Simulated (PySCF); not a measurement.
**Sc: ionisation energy**

Sc [Ar] 3d1 4s2 (2D) → Sc⁺ [Ar] 3d1 4s1 (3D), as a difference of total energies. Computed with PySCF 2.14 in aug-cc-pwCVTZ-DK with one added diffuse shell each of s, p, d, f, g type (11s10p8d5f4g, 152 functions), with the spin-free X2C one-electron Hamiltonian (Gaussian nucleus). Correlated levels: valence: [Ar] frozen; valence and next inner shell: [Ne] frozen; nothing frozen. The calculations carry no spin-orbit coupling.

```csv
method,ionisation energy (eV)
UHF,5.388
LDA,6.681
PBE0,6.374
MP2 (valence),6.111
SCS-MP2 (valence),6.262
MP2 (valence and next inner shell),6.365
MP2 (all electrons),6.368
SCS-MP2 (all electrons),6.446
```

Problem. Estimate what SCS-MP2 (valence and next inner shell) gives.

Solution. 6.443 eV, closest to SCS-MP2 (all electrons) among the rows shown.

Problem. Estimate what PBE gives.

Solution. 6.528 eV, closest to SCS-MP2 (all electrons) among the rows shown.

For comparison: 6.562 eV (measured; NIST levels, between the centres of gravity of the two terms).
